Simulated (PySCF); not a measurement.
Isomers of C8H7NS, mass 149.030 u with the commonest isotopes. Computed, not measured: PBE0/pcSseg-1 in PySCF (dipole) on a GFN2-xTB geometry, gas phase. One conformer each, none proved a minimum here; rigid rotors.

Problem. Order these by dipole moment, smallest first.
A. `[SH:1][c:2]1[cH:3][cH:4][c:5]2[nH:6][cH:7][cH:8][c:9]2[cH:10]1` with H–S1–C2–C3 180°
B. `[CH2:1]=[CH:2][c:3]1[cH:4][s:5][c:6]2[cH:7][cH:8][nH:9][c:10]12` with C1–C2–C3–C4 180°
C. `[CH2:1]=[CH:2][c:3]1[cH:4][nH:5][c:6]2[cH:7][cH:8][s:9][c:10]12` with C1–C2–C3–C4 0°
D. `[CH2:1]=[CH:2][c:3]1[cH:4][c:5]2[nH:6][cH:7][cH:8][c:9]2[s:10]1` with C1–C2–C3–C4 180°

Solution. B (2.04 D), C (2.89 D), D (3.04 D), A (3.23 D).

Problem. Order these by rotational constant A, smallest first.
A. `[CH2:1]=[CH:2][c:3]1[cH:4][s:5][c:6]2[cH:7][cH:8][nH:9][c:10]12` with C1–C2–C3–C4 180°
B. `[CH2:1]=[CH:2][c:3]1[cH:4][nH:5][c:6]2[cH:7][cH:8][s:9][c:10]12` with C1–C2–C3–C4 0°
C. `[CH2:1]=[CH:2][c:3]1[cH:4][c:5]2[nH:6][cH:7][cH:8][c:9]2[s:10]1` with C1–C2–C3–C4 180°
D. `[SH:1][c:2]1[cH:3][cH:4][c:5]2[nH:6][cH:7][cH:8][c:9]2[cH:10]1` with H–S1–C2–C3 180°

Solution. A (1691 MHz), B (2302 MHz), D (3410 MHz), C (3543 MHz).

Problem. Order these by radius of gyration √(Σ m r²/M), largest first.
A. `[CH2:1]=[CH:2][c:3]1[cH:4][nH:5][c:6]2[cH:7][cH:8][s:9][c:10]12` with C1–C2–C3–C4 0°
B. `[SH:1][c:2]1[cH:3][cH:4][c:5]2[nH:6][cH:7][cH:8][c:9]2[cH:10]1` with H–S1–C2–C3 180°
C. `[CH2:1]=[CH:2][c:3]1[cH:4][s:5][c:6]2[cH:7][cH:8][nH:9][c:10]12` with C1–C2–C3–C4 180°
D. `[CH2:1]=[CH:2][c:3]1[cH:4][c:5]2[nH:6][cH:7][cH:8][c:9]2[s:10]1` with C1–C2–C3–C4 180°

Solution. B (2.377 Å), D (2.275 Å), A (2.232 Å), C (2.178 Å).

| SMILES | point group | Ia (u·Å²) | Ib (u·Å²) | Ic (u·Å²) | κ | μa (D) | μb (D) | μc (D) |
| --- | --- | --- | --- | --- | --- | --- | --- | --- |
| Sc1ccc2[nH]ccc2c1 | Cs | 148.21 | 694.11 | 842.32 | -0.91 | 3.20 | 0.46 | 0.01 |
| C=Cc1cc2[nH]ccc2s1 | Cs | 142.65 | 628.40 | 771.04 | -0.90 | 1.98 | 2.31 | 0.00 |
| C=Cc1csc2cc[nH]c12 | Cs | 298.83 | 408.36 | 707.19 | 0.07 | 1.13 | 1.70 | 0.00 |
| C=Cc1c[nH]c2ccsc12 | Cs | 219.58 | 523.04 | 742.62 | -0.65 | 0.43 | 2.86 | 0.00 |
